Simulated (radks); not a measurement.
Results of a calculation; reference values are marked as such.
Question: The mean radii <r> (bohr) of the occupied orbitals of an atom or ion are listed with their occupations. Level of theory: Dirac Kohn-Sham, PBE, spin-unpolarised, spherical densities, point nucleus (a radial shooting solver on a logarithmic mesh with Libxc functionals).

orbital  occ.      <r>
1s1/2       2  0.02457
2s1/2       2   0.1047
2p1/2       2  0.08795
2p3/2       4  0.09416
3s1/2       2   0.2783
3p1/2       2   0.2681
3p3/2       4   0.2802
3d3/2       4   0.2514
3d5/2       6   0.2552
4s1/2       2   0.6348
4p1/2       2   0.6526
4p3/2       4   0.6790
4d3/2       4   0.7288
4d5/2       6   0.7379
5p1/2       2    1.569
5p3/2       4    1.629
5d3/2       2    2.029

Name the element and its charge. Open shells, if any, fill j = l - 1/2 first.

Answer: Z = 58, cerium, charge +4: Ce4+ in [Kr] 4d10 5p6 5d2. The 1s radius gives Z: for a bare nucleus <r> = (2 gamma + 1)/(2Z) with gamma = sqrt(1 - (Z/c)^2), 0.02424 bohr for Z = 58, and screening makes it slightly larger (0.02457 here). The occupations add up to 54, and the charge is Z minus that.
